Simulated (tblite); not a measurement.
Q: What does the GFN2-xTB structure of `O=C1CCP(C[SiH3])CC1` look like in three dimensions?

A: 
Z-matrix in Å and degrees, rows numbered from 1:
```
O 
C   1  1.2051
C   2  1.5116  1  122.66
C   3  1.5308  2  110.42  1  -116.23
P   4  1.8646  3  109.98  2   -64.98
C   5  1.8487  4   98.65  3   160.73
Si  6  1.9059  5  112.79  4  -171.17
C   5  1.8599  4   94.79  3    60.52
C   2  1.5121  1  122.59  3  -178.72
H   3  1.0926  2  108.86  1     5.02
H   3  1.0933  2  108.94  1   123.70
H   4  1.0938  3  109.57  2   175.75
H   4  1.0949  3  110.22  2    56.91
H   6  1.0925  5  106.28  4    69.37
H   6  1.0924  5  109.64  4   -46.67
H   7  1.4651  6  110.04  5    66.86
H   7  1.4648  6  107.44  5  -174.23
H   7  1.4619  6  109.15  5   -54.00
H   8  1.0930  5  108.57  4  -179.77
H   8  1.0948  5  110.26  4    61.75
H   9  1.0932  2  108.78  1  -123.40
H   9  1.0927  2  108.76  1    -5.05
```

Si7 (SiH3 silicon) is tetrahedral (angles from 107.4° to 110.8°). The 6-membered ring C2–C3–C4–P5–C8–C9 has internal angles of 94.8° to 114.7° (sum 651°, against 720° for a flat polygon); it is puckered, 0.29 Å rms from its mean plane, widest ring torsion 65°. P5 (phosphine phosphorus) is pyramidal (angles 99.3°, 98.7° and 94.8°, sum 292.8°, 0.92 Å off the plane of its three neighbours). Of the pairs four or more bonds apart, H13···H15 is among the closest relative to their van der Waals radii: 2.41 Å, 100 % of the sum of Bondi's values.

The geometry is computed with GFN2-xTB (gas phase).

Point group: C1 (no symmetry element, even within 0.4 Å). Its GFN2-xTB frequencies are all real (lowest 43 cm⁻¹). The numbers are those of one conformer (C4–P5–C6–Si7 -171°, O1–C2–C3–C4 -116°, C2–C3–C4–P5 -65°, C3–C4–P5–C6 161°, C4–P5–C8–C9 -60°). 3 starts were optimised and ended at 0.00, 0.86 and 0.86 kcal/mol (GFN2-xTB); the lowest of these is shown.
